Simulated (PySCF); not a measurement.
Spin-orbit coupling and the first ionisation energy along the 4p block

Two-component X2C-1e calculated with PySCF 2.14: MP2 on generalised Hartree-Fock spinors (GMP2), with spin-orbit coupling off and on (screened by Boettger's factors); no Breit or QED terms. Values in eV; the references (NIST) lie between the lowest levels. Elements whose determinants are no pure J levels are left out.

| element | configurations | spin-free | with spin-orbit | shift | reference |
| --- | --- | --- | --- | --- | --- |
| Ga (x2c-SVPall-2c with one added diffuse shell each of s, p, d type, [Ne] frozen) | [Ar] 3d10 4s2 4p1 → [Ar] 3d10 4s2 | 5.791 | 5.858 | 0.067 | 5.999 |
| Se (x2c-SVPall-2c with one added diffuse shell each of s, p, d type, [Ne] frozen) | [Ar] 3d10 4s2 4p4 → [Ar] 3d10 4s2 4p3 | 9.128 | 9.239 | 0.112 | 9.752 |
| Br (x2c-SVPall-2c with one added diffuse shell each of s, p, d type, [Ne] frozen) | [Ar] 3d10 4s2 4p5 → [Ar] 3d10 4s2 4p4 | 11.522 | 11.469 | -0.054 | 11.814 |
| Kr (x2c-SVPall-2c with one added diffuse shell each of s, p, d type, [Ne] frozen) | [Kr] → [Ar] 3d10 4s2 4p5 | 14.060 | 13.837 | -0.223 | 14.000 |

The largest shift is at Kr, -0.223 eV, where spin-orbit coupling lowers the species with fewer electrons by more than the one with more (starting occupations closed and 4p1/2^2 4p3/2^3).

What remains against the references is mostly the basis and correlation beyond MP2.
